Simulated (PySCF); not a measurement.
## Continuum solvent and chemical shifts

Mapped SMILES: `[OH:1][SiH2:2][O:3]/[CH:4]=[CH:5]/[F:6]`; H(Xn) means a hydrogen on atom n.

GIAO PBE0/pcSseg-1 in PySCF 2.14 on one PBE0-D3(BJ)/def2-SVP conformer, non-relativistic, equivalent nuclei averaged. Solvents enter as an IEF-PCM continuum (chloroform with ε = 4.7, water with ε = 78.4) around the gas-phase geometry. Shifts are referred to TMS, CFCl3 computed in the same medium.

In chloroform, δ in ppm: Si2 -24.3, C5 152.5, C4 140.7, F6 -186.4, H(C5) 7.40, H(C4) 7.34, H(Si2) 4.74, H(O1) 2.55. Dipole moment 2.23 D.

Q: How does each δ change in the more polar medium?

A: 
```csv
atoms,environment,"Δδ, water"
Si2,"silicon bonded to 2 O, 2 H",+0.2
C5,β carbon of an enol-ether or enamine type C=C,+0.3
C4,alkene carbon bearing oxygen,+0.7
F6,vinylic fluorine,-1.2
H(C5),hydrogen on a β carbon of an enol-ether or enamine type C=C,+0.06
H(C4),hydrogen on an alkene carbon bearing oxygen,+0.07
H(Si2),hydrogen on a silicon bonded to 2 O,0.00
H(O1),hydrogen on an oxygen bonded to Si,+0.29
```

Changes are relative to chloroform. The dipole moment becomes 2.32 D in water.

Q: Which nuclei move most (in ppm), and what does the model miss?

A: F6 (vinylic fluorine, -1.2 ppm) in water. A continuum only polarises the solute; specific hydrogen bonds, the anisotropy of aromatic solvents and changes of geometry or conformer are outside it.
